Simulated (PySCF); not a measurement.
## Electron correlation in Cd⁺ (cadmium, charge +1)

Starting occupation: [Kr] 4d10 5s1, 5s1/2 with m_j = +1/2. Computed with PySCF 2.14 in x2c-TZVPPall-2c, with X2C-1e with screened-nucleus spin-orbit coupling, Gaussian nucleus. Frozen: [Ar] 3d10; 19 electrons correlated; the 6 highest virtual spinors left out.

MP2 pair energies summed by pair of shells (mhartree):

| pair | energy | share (%) |
| --- | --- | --- |
| 4d3/2-4d5/2 | -174.00 | 25.2 |
| 4d5/2-4d5/2 | -123.84 | 18.0 |
| 4d5/2-4p3/2 | -70.90 | 10.3 |
| 4d3/2-4d3/2 | -53.95 | 7.8 |
| 4d3/2-4p3/2 | -47.41 | 6.9 |
| 4d5/2-4p1/2 | -34.62 | 5.0 |
| 4d5/2-5s1/2 | -25.08 | 3.6 |
| 4d3/2-4p1/2 | -23.78 | 3.4 |
| 4p3/2-4p3/2 | -22.50 | 3.3 |
| 4d5/2-4s1/2 | -21.54 | 3.1 |
| 4p1/2-4p3/2 | -21.50 | 3.1 |
| 4p3/2-4s1/2 | -16.31 | 2.4 |
| 4d3/2-5s1/2 | -15.78 | 2.3 |
| 4d3/2-4s1/2 | -14.50 | 2.1 |
| 4p1/2-4s1/2 | -8.24 | 1.2 |
| 4p1/2-4p1/2 | -6.01 | 0.9 |
| 4s1/2-4s1/2 | -4.22 | 0.6 |
| 4p3/2-5s1/2 | -3.18 | 0.5 |
| 4p1/2-5s1/2 | -1.43 | 0.2 |
| 4s1/2-5s1/2 | -0.49 | 0.1 |

Total MP2 correlation energy: -689.29 mhartree.

This basis was not built for core-valence correlation, so the inner-shell part is incomplete.
